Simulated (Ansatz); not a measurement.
CH4GeOS, SMILES `C[S][Ge][OH]`. The species carries charge 0 and has multiplicity 1. All single points use the PBE0-D4/def2-TZVP geometry. It is one conformer, not always the lowest.

```xyz
8

C     0.703    0.708    0.396
S    -0.955    1.288   -0.045
Ge   -2.076   -0.506   -0.823
O    -0.842   -1.791   -0.682
H     0.663   -0.046    1.184
H     1.257    1.566    0.775
H     1.232    0.319   -0.475
H     0.018   -1.539   -0.332
```

**Question.** What is the dipole moment at r2SCAN/def2-TZVPP? (An estimate is asked.)

**Answer.** Ansatz gave: 1.99 D, with components (1.86, 0.17, 0.68) D in this frame, pointing from negative to positive charge.

**Question.** And with PBE, B3LYP, ωB97M-V? (Best estimate.)

**Answer.** Ansatz gave: PBE 1.85 D, B3LYP 1.69 D, ωB97M-V 1.61 D.

**Question.** Give the Mulliken charges with r2SCAN, PBE, B3LYP in def2-TZVPP. (Estimate.)

**Answer.** Computed: 
```tsv
atom	r2SCAN	PBE	B3LYP
C1	-0.16	-0.28	-0.30
S2	-0.28	-0.25	-0.26
Ge3	0.42	0.37	0.44
O4	-0.43	-0.38	-0.42
H5	0.08	0.12	0.12
H6	0.09	0.13	0.13
H7	0.08	0.12	0.12
H8	0.19	0.18	0.18
```

B3LYP here is the variant with VWN-RPA as its local correlation; programs differ in this.
